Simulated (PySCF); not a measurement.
Ga(H)(Et)(OEt), SMILES [GaH]([O]CC)[CH2]C, singlet, GFN2-xTB optimised geometry. Atoms within 1.6 Å of the plane z = 1.2 Å (x, y, z in Å): Ga1 (-0.85, 1.32, 0.00), H2 (-1.81, 2.55, 0.00), C3 (1.21, 1.32, 0.00), C4 (1.76, 2.74, -0.04), H6 (1.57, 0.80, 0.89), H7 (1.41, 3.32, 0.82), H9 (2.85, 2.74, -0.03), O10 (-1.91, -0.03, 0.00), C11 (-2.21, -1.41, -0.01), C12 (-0.95, -2.26, -0.08), H13 (-2.77, -1.65, 0.91), H15 (-0.31, -2.05, 0.78), H16 (-1.21, -3.32, -0.09).

Calculation: PySCF with B3LYP/def2-SVP.

Map of the HOMO−1 amplitude (bohr^(-3/2)) on the plane z = 1.2 Å; orbital energy -7.43 eV, overall sign arbitrary:

```
|+++++++++++++++++++++++++++++++|
|+++++++++++++++++++++++++++++++|
|+++++++++++++++++++++++++++++++|
|+++++++++++++++++++++++++++++++|
|+++++++++++++++++++++++++++++++|
|++++++++++++**++++**+++++++++++|
|+++++++++************++++++++++|
|++++++++************+++++++++++|
|+++++++**********++++++++++++++|
|+++++++**********++++++++++++++|
|++++++*****###***++++++++++++++|
|++++++****#####**++++++++++++++|
|++++++***##%%##**++++++++++++++|
|++++++**#%%%%##**++=+++++++++++|
|++++++**%@@@%##**++++++++++++++|
|++++++**%@@@%#***++++++++++++++|
|+++++++*#%@%##****+++++++++++++|
|++++++==+*###*****+++++++++++++|
|+++++=-::=+********++++++++++++|
|+++++=:  :=+*******++++++++++++|
|+++++=:  :-+**#*****+++++++++++|
|+++++=-::-=+**#*****+++++++++++|
|++++++====++*******++++++++++++|
|+++++++++++++******++++++++++++|
|++++++++++++++****+++++++++++++|
|+++++++++++++++++++++++++++++++|
|+++++++++++++++++++++++++++++++|
|+++++++++++++++++++++++++++++++|
|+++++++++++++++++++++++++++++++|
|+++++++++++++++++++++++++++++++|
|+++++++++++++++++++++++++++++++|
```
Scale: ten equal steps from -0.102 (start of ' ') to 0.072 (end of '@'), in the order ' .:-=+*#%@'; x runs from -5.50 to 5.50, y from -5.50 (bottom) to 5.50 (top).
